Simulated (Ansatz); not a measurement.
Basis sets compared for Zn7S7. The state is a singlet with charge 0. Geometry r2SCAN-D4/def2-SVP. Ansatz on 2 threads of AMD EPYC 7R13 on a shared host and a share (18 GiB) of an NVIDIA H100 80GB HBM3; times are rough, and most runs start from earlier orbitals.

```xyz
14

Zn    1.721    0.114   -1.814
Zn   -2.147    1.311    1.114
Zn   -1.861   -0.099   -1.071
Zn   -0.960   -1.354    1.616
Zn    1.024   -2.180   -0.134
Zn   -0.003    2.204   -0.365
Zn    2.100    0.686    0.702
S    -3.056   -0.751    0.870
S    -0.143   -1.194   -2.050
S     3.076   -1.100   -0.331
S    -2.155    2.289   -0.975
S     0.095    0.965    1.871
S     2.098    2.295   -1.075
S     0.212   -3.186    1.642
```

Single mean-field runs in def2-TZVP are fitted with def2-universal-jkfit.

Binding counts from free atoms (Zn singlet, S triplet) in the same basis, without a counterpoise term.

```json
{"level": "PBE-D4/def2-SVP", "functions": "343", "energy (Eh)": "-15238.0225", "HOMO (eV)": "-4.97", "LUMO (eV)": "-3.50", "binding per atom (eV)": "2.80", "wall time": "3.3 s"}
{"level": "PBE0-D4/def2-SVP", "functions": "343", "energy (Eh)": "-15238.4519", "HOMO (eV)": "-6.10", "LUMO (eV)": "-2.79", "binding per atom (eV)": "2.76", "wall time": "4.5 s"}
```

Problem. Estimate the rows for PBE-D4/def2-TZVP (with forces), PBE0-D4/def2-TZVP.

Solution. 
```
                         level  functions  energy (Eh)  HOMO (eV)  LUMO (eV)  binding per atom (eV)  wall time
PBE-D4/def2-TZVP (with forces)        595  -15240.8146      -5.27      -3.73                   2.60        6 s
             PBE0-D4/def2-TZVP        595  -15241.1693      -6.31      -2.96                   2.61      5.5 s
```
